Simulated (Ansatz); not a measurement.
Calculated with Ansatz (gas phase, PBE0-D4/def2-TZVP geometries, no zero-point term in ΔE). CCSD(T)/CBS adds triple-zeta CCSD(T) − MP2 to the extrapolated MP2 energy (def2 sets, frozen cores). This one scheme is used for every species. DFT in def2-TZVPP. For Ge outer-core shells are correlated without core-valence functions, which leaves a few kJ/mol of doubt a bond. Scalar relativity is left out up to krypton. Each species was taken in one conformer, which may not be the lowest.

Consider the ligand exchange at the Si–O bond: `[SiH3][O][Ge][O][SiH3]` + `CCBS` → `CCBS[SiH3]` + `[OH][Ge][O][SiH3]`.

| level | ΔE (kJ/mol) |
| --- | --- |
| BHLYP | 56.4 |
| CCSD/def2-TZVPP | 52.9 |

Q: What does CCSD(T)/CBS give? (An estimate is asked.)

A: The calculation gave: +47.1 kJ/mol. The listed levels differ from it by 9.3, 5.8 kJ/mol.

Q: What do rigid-rotor, harmonic-oscillator terms from PBE0-D4/def2-TZVP frequencies (298.15 K, 1 bar) make of the CCSD(T)/CBS value? (An estimate is asked.)

A: The calculation gave: ΔZPE = +3.7 kJ/mol, ΔH = +51.0 kJ/mol, ΔS = 1 J/(mol·K), ΔG = +50.7 kJ/mol. Modes under 50 cm⁻¹ make the entropy rough.

Largest T1 diagnostic among the species: 0.015.

At CCSD(T), def2-SVP lies +6.9 kJ/mol from the extrapolated value and def2-TZVPP +3.1 kJ/mol. Leaving LDA and LC-ωPBE aside and taking each functional with its dispersion term where it has one, the values, not all of them listed here, spread over 24.8 kJ/mol, from revPBE-D4 to BHLYP-D4. LDA lies +3.1 kJ/mol from PBE without D4. In def2-TZVPP, CCSD(T) changes the Hartree–Fock value by −14.7 kJ/mol (the triples alone add −2.8 kJ/mol) and MP2 by −18.0 kJ/mol.
